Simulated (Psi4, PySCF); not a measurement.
Psi4 was given this input:
```
memory 2 GB

molecule {
1 1
O     0.13464923    0.56165021   -0.32045018
O    -0.15653641   -0.64820873    0.35880197
H     1.08363793    0.77080803   -0.07973702
H    -0.42483443   -1.31694617   -0.30866757
H    -0.48370607    1.23860633    0.08159027
}

set {
  basis 6-31g**
  scf_type pk
  puream true
  d_convergence 1e-8
  dft_radial_points 99
  dft_spherical_points 590
}

energy('pbe0')
print_variables()
```

**Question.** Convert this to an input for PySCF.

**Answer.** One answer among several that fit: 
```python
from pyscf import gto, scf, dft

mol = gto.M(
    atom='''
O     0.13464923    0.56165021   -0.32045018
O    -0.15653641   -0.64820873    0.35880197
H     1.08363793    0.77080803   -0.07973702
H    -0.42483443   -1.31694617   -0.30866757
H    -0.48370607    1.23860633    0.08159027
''',
    basis='6-31g**',
    charge=1,
    verbose=4,
)

mf = dft.RKS(mol)
mf.xc = 'pbe0'
mf.grids.atom_grid = (99, 590)
mf.grids.prune = None
mf.kernel()
```

Both were run: Psi4 gave -151.653344 Eh and PySCF -151.653344 Eh, 0.000 mEh apart.
